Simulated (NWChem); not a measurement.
**Basis-set convergence for H₃AlO**

```xyz
5

Al     0.0376    -0.6007     0.0000
H      1.4917    -1.2417     0.0000
H     -1.3060    -1.4331     0.0000
O     -0.1532     1.0926     0.0000
H      0.5506     1.7431     0.0000
```
Charge 0, spin multiplicity 1.

The numbers come from NWChem runs, not from measurements. All single points use one geometry, from PBE0/def2-SVP, a minimum by its harmonic frequencies. It is one conformer; others weren't searched.

Quantity: vertical ionisation energy at the level ΔPBE (Δ: difference of total energies, the cation a doublet at the parent's geometry with its hole in an orbital of symmetry a' (Cs labels); it is the state that the SCF runs reached, from PBE0 orbitals for Hartree-Fock references, and need not be the lowest).

The Pople sets run with spherical d functions. The structure started from a generated list of species. The stability of the SCF solutions was not checked.

The cost column gives rough processor time relative to 6-31G*; each entry includes its own SCF.

```json
[
 {"basis": "6-31G*", "functions": "38", "vertical ionisation energy (eV)": "10.38", "relative cost": "1"},
 {"basis": "pcseg-1", "functions": "47", "vertical ionisation energy (eV)": "10.49", "relative cost": "under 3"},
 {"basis": "cc-pVDZ", "functions": "47", "vertical ionisation energy (eV)": "10.37", "relative cost": "under 3"},
 {"basis": "cc-pVQZ", "functions": "204", "vertical ionisation energy (eV)": "10.47", "relative cost": "70"},
 {"basis": "def2-QZVP", "functions": "217", "vertical ionisation energy (eV)": "10.49", "relative cost": "40"}
]
```

Smallest basis within 0.2 eV of def2-QZVP, the largest set run: 6-31G*, with 38 functions against 217 and about 3 % of the time (also within reach: pcseg-1, cc-pVDZ, cc-pVQZ). def2-QZVP isn't the basis-set limit itself, and a small set can land close by cancellation.
